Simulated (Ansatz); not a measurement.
Basis-set extrapolation for CH4F2OSi2 (`OC1[SiH2][Si]1(F)F`) (PBE0-D4/def2-TZVP geometry, frozen core, Ansatz 0.2.0). Multiplicity 1, RHF reference.

|  | def2-TZVPP | def2-QZVPP |
| --- | --- | --- |
| HF | -892.024181 | -892.057277 |
| MP2 correlation | -1.133508 | -1.231292 |
| CCSD(T) correlation | -1.206297 | not run |

Energies in hartree. Use E(X) = E(∞) + A·exp(−7.88·√X) for Hartree–Fock and E(X) = E(∞) + B·X^(−2.97) for correlation, with X = 3 and 4, and add CCSD(T) minus MP2 of the smaller set to the MP2 limit.

Q: What is the CCSD(T) energy at the basis-set limit?

A: HF limit: -892.057277 + (-0.033096) × 0.13774 = -892.06184. MP2 limit: -1.231292 + (-0.097784) × 0.74074 = -1.30372. Higher-order term: -1.206297 − (-1.133508) = -0.07279. Total: -893.43835 hartree, 545.8 kJ/mol below CCSD(T)/def2-TZVPP.
